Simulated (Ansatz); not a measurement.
Start from `OCC[SiH2]S` and change one atom or group to get `OCCCS`.

Ansatz, PBE0-D4/def2-TZVP geometries, multiplicity 1. Each molecule was computed in one conformer, which needn't be the lowest.

```csv
property,`OCC[SiH2]S`
HOMO energy (B3LYP/def2-TZVPP) / eV,-6.80
HOMO–LUMO gap (PBE0/def2-TZVPP) / eV,7.63
size of the dipole moment (B3LYP/def2-TZVPP) / D,3.39
HOMO–LUMO gap (ωB97M-V/def2-TZVPP) / eV,11.32
size of the dipole moment (ωB97M-V/def2-TZVPP) / D,3.39
LUMO energy (B3LYP/def2-TZVPP) / eV,0.24
```

Question: What does the change do to each property? (An estimate is asked.)

Answer: Computed: 
```tsv
property	`OCCCS`	shift
HOMO energy (B3LYP/def2-TZVPP) / eV	-6.61	0.19
HOMO–LUMO gap (PBE0/def2-TZVPP) / eV	7.25	-0.38
size of the dipole moment (B3LYP/def2-TZVPP) / D	0.56	-2.83
HOMO–LUMO gap (ωB97M-V/def2-TZVPP) / eV	11.20	-0.12
size of the dipole moment (ωB97M-V/def2-TZVPP) / D	0.55	-2.84
LUMO energy (B3LYP/def2-TZVPP) / eV	0.10	-0.14
```

With PBE0 the HOMO rises by 0.20 eV and the LUMO falls by 0.18 eV, so the gap narrows by about 0.38 eV. PBE moves the HOMO by 0.27 eV and ωB97M-V by 0.15 eV. Dipoles are sizes alone; their direction can turn.

B3LYP here is the variant with VWN-RPA as its local correlation; programs differ in this.
